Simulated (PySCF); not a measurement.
# Spectroscopy problems

All values are calculated (PySCF 2.14): shielding tensors at PBE0/pcSseg-1 (GIAO), geometry: GFN2-xTB. Rapidly exchanging positions averaged, non-relativistic, one conformer, no solvent.

Scale: ¹H (31.72 ppm) and ¹³C (186.93 ppm) vs TMS (reference shieldings calculated alike). Where no couplings were computed, multiplicities follow the n + 1 count of equivalent neighbours, and m marks all less simple cases (inequivalent or close neighbours, rings, F or P nearby). Acid and N–H amide carbonyl carbons lie up to 10 ppm further downfield in solution (hydrogen bonding). Shifts are as computed. Against solution values, carbons near 30 ppm lie about +3 ppm off and those near 130 ppm about +5 ppm (rms about the fit 2.1 ppm; single classes can miss by 10 ppm). Of 1328 compounds with measured shifts, 309 miss one by over three times the rms of a fit or turn the order of signals round; such compounds aren't used in these exercises. Signals without a measured value on file couldn't be tested in this way; 1H shifts scatter by 0.2 ppm about their fit, and single ones miss by 0.5 ppm. OH and NH positions are gas-phase values without hydrogen bonding to other molecules.

(1) C4H3NO3. ¹H NMR (500 MHz, computed): δ 9.71 (m, 1H), 8.38 (m, 1H), 8.26 (s, 1H). ¹³C{¹H} NMR (computed): δ 161.3, 156.3, 145.6, 142.6. What is it?

(2) C4H3NO3. ¹H NMR (400 MHz, computed): δ 9.26 (m, 1H), 8.65 (m, 1H), 6.41 (br s, 1H). ¹³C{¹H} NMR (computed): δ 172.3 (CH), 165.6 (C), 153.8 (CH), 120.9 (C). Give a structure.

## Answers

(1) SMILES C1=C(OC=O)C=NO1. The formula gives 4 degrees of unsaturation (1 ring in the answer). 4 carbon signals for 4 carbons: no two carbons are equivalent. Carbon types of the structure: 1 × C, 3 × CH, which accounts for all hydrogens. δC 161.3: ester carbonyl carbon; lone-pair donation from the attached heteroatom keeps it upfield of a ketone carbonyl. δC 145.6: aromatic CH next to a ring nitrogen; the adjacent pyridine-type nitrogen withdraws density from it. δC 142.6: aromatic carbon bearing oxygen; the electronegative substituent deshields the carbon that carries it. δH 9.71: hydrogen on an aromatic CH next to the ring oxygen; the ring current deshields protons in the ring plane.

The data come from this structure; uniqueness wasn't tested.

(2) SMILES O=C(O)c1cnoc1. Rings plus π bonds: 4 (1 ring in the answer). 4 carbon signals for 4 carbons: no two carbons are equivalent. Carbon types of the structure: 2 × C, 2 × CH, leaving 1 H on heteroatoms. δC 165.6: carboxylic acid carbon; it is a carbonyl in resonance with an O or N lone pair, the region of acids, esters and amides. δC 153.8: aromatic CH next to a ring nitrogen; the adjacent pyridine-type nitrogen withdraws density from it. δH 9.26: hydrogen on an aromatic CH next to the ring oxygen; ring current plus the deshielding of an ortho carbonyl group. δH 8.65: hydrogen on an aromatic CH next to a ring nitrogen; ring current plus the neighbouring ring nitrogen.

This is the structure that produced the data.
